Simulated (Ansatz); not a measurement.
Stepwise reaction of `[SiH3][AsH2]` with methanol, as a gas-phase model of exchange steps in deposition or etching. ΔE in kJ/mol; ΔG adds harmonic PBE0-D4 terms to CCSD(T)/CBS, at 1 bar.

Computed with Ansatz on PBE0-D4/def2-TZVP structures; ΔE is electronic, products minus reactants. CBS: MP2 limit from def2 TZ/QZ plus the TZ coupled-cluster correction, frozen cores. This one scheme is used for every species. Functionals use def2-TZVPP. B3LYP here is the variant with VWN-RPA as its local correlation; programs differ in this. For As outer-core shells are correlated without core-valence functions, which leaves a few kJ/mol of doubt a bond. Scalar relativity is left out up to krypton. Each species was taken in one conformer, which may not be the lowest.

```
step                                           reaction  PBE-D4  B3LYP-D4  ωB97M-V  CCSD(T)/CBS  ΔG(500 K)
   1      `[SiH3][AsH2]` + CH₃OH → `CO[AsH][SiH3]` + H₂    51.3      49.9     56.2         57.9       60.6
   2  `CO[AsH][SiH3]` + CH₃OH → `CO[As]([SiH3])OC` + H₂     2.4       3.0      8.1          8.7       14.8
```

Q: By hand: ΔE of the 2 steps together at CCSD(T)/CBS.

A: (57.9) + (8.7) = 66.6 kJ/mol, or 33.3 kJ/mol a step.

In ΔE each step is lower than the one before. All are uphill at CCSD(T)/CBS. ΔG lies between 14.8 and 60.6 kJ/mol a step. PBE-D4 differs from CCSD(T)/CBS by -6.6 to -6.3 kJ/mol a step. Isolated molecules leave out the surface, adducts and barriers. Largest T1 diagnostic: 0.013.
